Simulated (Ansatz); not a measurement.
Harmonic frequencies (cm⁻¹) at PBE0-D4/def2-TZVP from Ansatz: 106, 173, 213, 293, 450, 478, 656, 801, 825, 945, 1199, 1669, 2154, 2730, 3475.

Each molecule was computed in one conformer, which needn't be the lowest.

(1) Which molecule is it?
A. `[O]1[SiH2][S][GaH]1`
B. `N=C(S)[TeH]`
C. `ClC1O[SiH2]1`
D. `C1=C[SiH2]1`

Results:

(1) B.
